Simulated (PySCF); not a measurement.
## Polarisability and C₆ of Ag (silver, neutral)

[Kr] 4d9 5s1 5p1, one real determinant (an excited configuration). Calculation: PySCF 2.14, in x2c-QZVPPall with one added diffuse shell each of s, p, d, f, g type (14s9p8d5f3g, 143 functions); the spin-free X2C one-electron Hamiltonian (Gaussian nucleus). Coupled (time-dependent) response in atomic units; α is the mean over directions.

```json
{"method": "BLYP", "mean α (bohr³)": "99.89", "α xx, yy, zz": "73.20, 73.20, 153.3", "C₆ (like pair)": "1022", "S(−4)": "8615"}
```

S(−4) is the Cauchy moment in α(ω) = α(0) + S(−4) ω² + …

Spin-orbit coupling is absent.

α(iu) at BLYP:

```
u (hartree)  α(iu) (bohr³)
          0          99.89
     0.0500          83.41
      0.100          59.72
      0.200          32.95
      0.300          21.25
      0.500          11.81
      0.750          7.417
       1.00          5.332
       1.50          3.292
       2.00          2.280
       3.00          1.291
       5.00         0.5795
```

A single London oscillator, α(iu) = α/(1 + u²/ω²), gives C₆ = (3/4) ω α². Matching the computed C₆ needs ω = 4 × 1022 / (3 × 99.89²) = 0.137 hartree.

The components differ because the open shell of this determinant is not spherical; for a pure term their mean is the scalar polarisability.

⟨L²⟩ = 8.01 against 12 for a pure F term, so this real determinant mixes terms.
